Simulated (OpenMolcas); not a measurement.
3s2 3p2 along the 14-electron sequence

```yaml
Program: OpenMolcas
Method: XMS-RASPT2, IPEA 0.25 Eh, imaginary shift 0.1 Eh
Basis: ANO-RCC-VTZP
Scalar_Hamiltonian: DKH2, point nucleus
Spin-orbit_coupling: RASSI with atomic mean-field integrals over the reference wave functions, term energies averaged over their components
```

Active space for each ion: 4 electrons in 9 orbitals (RAS2 3s 3p; RAS3 3d, at most 2 electrons); closed shells correlated by CASPT2: 2s 2p.

Computed levels in cm-1 above 3P0:

```tsv
Level	Si	P+	S2+	Cl3+	Ar4+
3P1	67.3	145	264	444	682
3P2	196	416	746	1228	1844
1D2	6470	9220	11680	14130	16660
1S0	16070	22350	28310	33640	38950
weight of 3P in the lowest level (%)	100	100	100	100	100
```

Measured, with the error of the calculation in %. Measured levels: Si, P+ from NIST Handbook of Basic Atomic Spectroscopic Data; S2+ from NIST levels in Podobedova, Kelleher and Wiese, J. Phys. Chem. Ref. Data 38, 171 (2009); Cl3+ from Moore, Atomic Energy Levels, vol. I, NSRDS-NBS 35 (1971 reprint of NBS Circular 467, 1949); Ar4+ from Saloman, J. Phys. Chem. Ref. Data 39, 033101 (2010).

```csv
Level,Si,P+,S2+,Cl3+,Ar4+
3P1,77.1 (-12.8),165 (-12.3),299 (-11.6),491 (-9.6),763 (-10.6)
3P2,223 (-12.1),469 (-11.3),833 (-10.4),1341 (-8.4),2029 (-9.1)
1D2,6299 (+2.6),8882 (+3.8),11323 (+3.1),13766 (+2.6),16299 (+2.2)
1S0,15394 (+4.4),21576 (+3.6),27161 (+4.2),32550 (+3.4),37912 (+2.7)
```

The fine-structure level 3P2 changes by a factor of 9.41 from Si to Ar4+. Its fourth root runs 3.74, 4.52, 5.23, 5.92, 6.55, with steps per unit of Z of 0.77, 0.71, 0.69, 0.63; equal steps would mean a (Z - σ)^4 law with constant σ.

1D2 changes by a factor of 2.57 over the same range, with steps per unit of Z of +2750, +2460, +2450, +2530 cm-1.

CASPT2 breaks the degeneracy within a term, and the mean is taken; among the terms shown or strongly mixed into the levels shown the widest spread is 54 cm-1 (3s2 3p2 1D, Si). The run also gave levels led by 3s2 3p 3d, which use shells meant for correlation; these and all levels above them are left out (holds for Si). The run also gave levels led by 3s 3p2 3d, 3s2 3p 3d, which use shells meant for correlation; these and all levels above them are left out (holds for P+; S2+). Active for correlation alone: 3d; no level in the range computed is led by a configuration that fills it, so any true level of that kind is missing (holds for Cl3+; Ar4+). Computed and measured levels are paired by configuration, term and J; levels that our copy of the source lacks, or whose pairing is in doubt (as where it misses far off the trend of its configuration), stay unpaired and out of the deviations. Levels of configurations outside the active space are missing.
